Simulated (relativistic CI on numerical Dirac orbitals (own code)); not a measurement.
# Pr16+: computed level list

These numbers are calculated, not measured: Dirac-Coulomb-Breit CI, separate exchange-only KLI orbitals for each configuration, a model potential for QED, unscaled Slater integrals (own radial code, finite nucleus).

Configuration list (outside the closed core [Ar] 3d10): 4s2.4p6.4d7, 4s2.4p5.4d8, 4s2.4p6.4d6.4f, 4s.4p6.4d8, 4s2.4p6.4d6.5s, 4s2.4p5.4d7.4f, 4s2.4p6.4d6.5p, 4s.4p6.4d7.4f, 4s2.4p6.4d5.4f.5s, 4s2.4p6.4d6.5d, 4s2.4p6.4d5.5s.5p, 4s2.4p5.4d7.5s, 4s2.4p6.4d6.5f, 4s2.4p6.4d6.6s, 4s2.4p6.4d6.6p, 4s2.4p6.4d6.7s, 4s.4p6.4d7.5s, 4p6.4d8.4f, 4p6.4d9, 4p5.4d10, 4p5.4d9.4f, 4s2.4p6.4d5.5s2, 4s2.4p6.4d4.4f.5s2, 4s2.4p5.4d5.4f.5s2, 4s2.4p6.4d4.5s2.5p, 4p6.4d8.5s, 4p5.4d9.5s, 4p5.4d8.4f.5s, 4p6.4d7.5s2, 4p5.4d8.5s2, 4p6.4d6.4f.5s2, 4p5.4d7.4f.5s2, 4p6.4d6.5s2.5p. Double excitations out of closed p, d and f shells are left out; levels of such configurations are missing from the list, as are those of other unlisted configurations, and high levels can miss mixing partners.

The lowest level is 4s2.4p6.4d7 4F_9/2, with 81 % of that term; Hund's rules for 4s2.4p6.4d7 give 4F with J = 9/2, in agreement.

```tsv
No.	Configuration	Term	J	E (cm⁻¹)	%	jj configuration (%)
1	4s2.4p6.4d7	4F	9/2	0	81	4d5/2^3 (85)
2	4s2.4p6.4d7	4F	7/2	27385	94	4d3/2^3 4d5/2^4 (93)
3	4s2.4p6.4d7	2P	3/2	28162	40	4d5/2^3 (89)
4	4s2.4p6.4d7	4F	5/2	31596	58	4d5/2^3 (57)
5	4s2.4p6.4d7	4F	3/2	46324	52	4d3/2^3 4d5/2^4 (82)
6	4s2.4p6.4d7	2G	9/2	49109	53	4d3/2^3 4d5/2^4 (83)
7	4s2.4p6.4d7	4P	5/2	50172	77	4d3/2^3 4d5/2^4 (71)
8	4s2.4p6.4d7	4P	1/2	58710	62	4d3/2^3 4d5/2^4 (96)
9	4s2.4p6.4d7	2H	11/2	63533	99	4d3/2^3 4d5/2^4 (99)
10	4s2.4p6.4d7	2G	7/2	68949	82	4d3/2^3 4d5/2^4 (73)
11	4s2.4p6.4d7	4P	3/2	81665	43	4d3/2^2 4d5/2^5 (80)
12	4s2.4p6.4d7	2D	5/2	83512	70	4d3/2^2 4d5/2^5 (70)
13	4s2.4p6.4d7	2F	5/2	92619	86	4d3/2^3 4d5/2^4 (79)
14	4s2.4p6.4d7	2H	9/2	93229	68	4d3/2^2 4d5/2^5 (95)
15	4s2.4p6.4d7	2P	1/2	93833	62	4d3/2^2 4d5/2^5 (96)
16	4s2.4p6.4d7	2F	7/2	110804	84	4d3/2^2 4d5/2^5 (67)
17	4s2.4p6.4d7	2D	3/2	113769	60	4d3/2^3 4d5/2^4 (45)
18	4s2.4p6.4d7	2D	3/2	155341	91	4d3/2^3 4d5/2^4 (52)
19	4s2.4p6.4d7	2D	5/2	162725	88	4d3/2^2 4d5/2^5 (86)
20	4p5.4d8(3F)	4G°	11/2	856929	93	4p3/2^3 4d5/2^4 (85)
21	4p5.4d8(3F)	4F°	9/2	867466	55	4p3/2^3 4d5/2^4 (68)
22	4p5.4d8(3F)	2D°	5/2	869828	55	4p3/2^3 4d5/2^4 (82)
23	4p5.4d8(3P)	2S°	1/2	876567	38	4p3/2^3 4d5/2^4 (67)
24	4p5.4d8(1D)	2F°	7/2	879703	54	4p3/2^3 4d5/2^4 (72)
25	4p5.4d8(3F)	4D°	7/2	882485	38	4p3/2^3 4d5/2^4 (43)
26	4p5.4d8(3F)	4D°	3/2	895757	20	4p3/2^3 4d5/2^4 (38)
27	4p5.4d8(3F)	4G°	9/2	900053	51	4p3/2^3 4d3/2^3 4d5/2^5 (77)
28	4p5.4d8(3P)	4D°	7/2	901521	39	4p3/2^3 4d3/2^3 4d5/2^5 (67)
29	4p5.4d8(3F)	4D°	5/2	902848	41	4p3/2^3 4d3/2^3 4d5/2^5 (60)
30	4p5.4d8(3F)	4D°	1/2	905756	27	4p3/2^3 4d3/2^3 4d5/2^5 (70)
31	4p5.4d8(3F)	2D°	3/2	907095	47	4p3/2^3 4d3/2^3 4d5/2^5 (49)
32	4p5.4d8(3F)	2F°	5/2	911808	23	4p3/2^3 4d3/2^3 4d5/2^5 (46)
33	4p5.4d8(3P)	4S°	3/2	915108	28	4p3/2^3 4d3/2^3 4d5/2^5 (52)
34	4p5.4d8(1G)	2G°	7/2	925158	57	4p3/2^3 4d3/2^3 4d5/2^5 (60)
35	4p5.4d8(3P)	4P°	5/2	926107	47	4p3/2^3 4d3/2^3 4d5/2^5 (80)
36	4p5.4d8(3P)	4D°	3/2	937620	25	4p3/2^3 4d5/2^4 (32)
37	4p5.4d8(1G)	2G°	9/2	937898	31	4p3/2^3 4d3/2^3 4d5/2^5 (60)
38	4p5.4d8(3F)	2F°	5/2	938494	22	4p3/2^3 4d5/2^4 (37)
39	4p5.4d8(3F)	4D°	1/2	943881	41	4p3/2^3 4d3/2^2 4d5/2^6 (67)
40	4p5.4d8(1S)	2P°	3/2	944919	29	4p3/2^3 4d3/2^2 4d5/2^6 (35)
41	4d6(5D).4f	6G°	11/2	945231	65	4d5/2^2 4f5/2 (32)
42	4d6(5D).4f	6G°	13/2	946313	83	4d3/2^3 4d5/2^3 4f7/2 (42)
43	4d6(5D).4f	6G°	9/2	948704	57	4d5/2^2 4f5/2 (47)
44	4p5.4d8(1D)	2F°	7/2	949554	37	4p3/2^3 4d3/2^3 4d5/2^5 (44)
45	4d6(5D).4f	6G°	7/2	954063	54	4d3/2^3 4d5/2^3 4f5/2 (46)
```

Energies count from the lowest computed level; ° marks odd parity. Percentages are summed over parent terms; the parents shown are those of the largest component, closed shells are left out there. Filled j subshells are mostly left out of the jj labels.

The mean weight of the leading LS term, summed over parents, in these 45 levels is 56 %, and that of the leading jj configuration (from the same eigenvectors) 66 %, so jj coupling describes them better and the LS labels are nominal.

At this charge energies of transitions that change n are usually good to better than 1 %, and those within a shell (Δn = 0) to a few per cent. Terms inside the open d or f shell come out 10 to 20 % too wide with unscaled integrals.

LS names give the leading component of a level, which can be under half, so a name can repeat, a term be missing and a line seem to break the LS rules.
